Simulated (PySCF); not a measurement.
## Molecular orbitals of CSe⁺

PBE0 at R = 1.635 Å; PySCF, no relativity, basis sets C pcseg-1, Se pcseg-1. State: ²Σ⁺ (doublet), unpaired electrons σ ↑. Only the outer orbitals are listed, counted within each symmetry.

| spin | orbital | occ. | ε (eV) | on C (%) | main shells (%) |
| --- | --- | --- | --- | --- | --- |
| α | 8σ | 1 | -31.21 | 41 | 50 Se s, 34 C s |
| α | 9σ | 1 | -23.24 | 48 | 44 C s, 39 Se s, 13 Se p |
| α | 10σ | 1 | -18.75 | 62 | 49 C p, 32 Se p, 12 C s |
| α | 4π | 1 | -17.59 | 48 | 50 Se p, 48 C p |
| α | 4π | 1 | -17.59 | 48 | 50 Se p, 48 C p |
| α | 5π | 0 | -10.78 | 45 | 51 Se p, 45 C p |
| α | 5π | 0 | -10.78 | 45 | 51 Se p, 45 C p |
| α | 11σ | 0 | -4.68 | 7 | 63 Se p, 21 Se d, 14 C p |
| β | 8σ | 1 | -30.70 | 34 | 60 Se s, 25 C s, 9 C p |
| β | 9σ | 1 | -21.90 | 32 | 36 Se s, 32 C s, 30 Se p |
| β | 4π | 1 | -17.26 | 27 | 72 Se p, 26 C p |
| β | 4π | 1 | -17.26 | 27 | 72 Se p, 26 C p |
| β | 10σ | 0 | -13.02 | 79 | 40 C p, 39 C s, 20 Se p |
| β | 5π | 0 | -9.80 | 64 | 64 C p, 29 Se p |
| β | 5π | 0 | -9.80 | 64 | 64 C p, 29 Se p |

**Question.** Which are the highest filled and the lowest empty level, where do they sit, and how wide is the gap?

**Answer.** Highest filled β 4π at -17.26 eV (in %: 72 Se p, 26 C p); lowest empty β 10σ at -13.02 eV (in %: 40 C p, 39 C s, 20 Se p); the gap at PBE0 is 4.24 eV.

* bond order (Mayer): 2.69
* ⟨S²⟩: 0.845
* charge on C (Mulliken, basis-dependent): 0.34
* charge on C (Löwdin, basis-dependent): 0.21
* dipole moment (positive dipole points towards Se; it is taken about the centre of mass and depends on that origin): -1.07 D
* polarisability along the bond: 34.7 bohr³
* polarisability across the bond: 17.4 bohr³

Spin–orbit coupling is left out. The state is the lowest determinant that a PBE0 search found; another state may lie lower at other levels.
